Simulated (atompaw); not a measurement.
u(r) = r·R(r): atom against pseudo-atom (technetium (Tc))

Columns: radius, all-electron u(r) and pseudo u(r) of the 4d shell (level -8.41 eV) of technetium in the configuration [Ar] 3d10 4s2 4p6 4d5 5s1.75 5p0; PBE, scalar-relativistic, PAW (atompaw) scheme, atompaw 4.2.0.5.

```
r (bohr)  all-electron  pseudo
   0.081       -0.1012  0.0005
   0.162       -0.2980  0.0037
   0.242       -0.3854  0.0120
   0.323       -0.3420  0.0277
   0.404       -0.2112  0.0523
   0.485       -0.0410  0.0865
   0.565        0.1337  0.1297
   0.646        0.2981  0.1821
   0.727        0.4407  0.2416
   0.808        0.5580  0.3061
   0.888        0.6487  0.3720
   0.969        0.7168  0.4380
   1.050        0.7636  0.5007
   1.131        0.7924  0.5575
   1.212        0.8064  0.6064
   1.292        0.8087  0.6456
   1.373        0.8018  0.6752
   1.454        0.7878  0.6948
   1.535        0.7686  0.7044
   1.615        0.7459  0.7048
   1.696        0.7203  0.6969
   1.777        0.6931  0.6817
   1.858        0.6648  0.6606
   1.938        0.6365  0.6355
   2.019        0.6078  0.6077
   2.100        0.5795  0.5795
```

Task: How many radial nodes do the two functions have?

Result: The all-electron 4d function has n − l − 1 = 1; the pseudo-wave has 0, since the states of the same l below it are removed with the core.

Task: Is the pseudo-wave norm-conserving?

Result: No, it belongs to a PAW set: the norm inside the radius is not constrained, and the difference is carried by the augmentation charge.
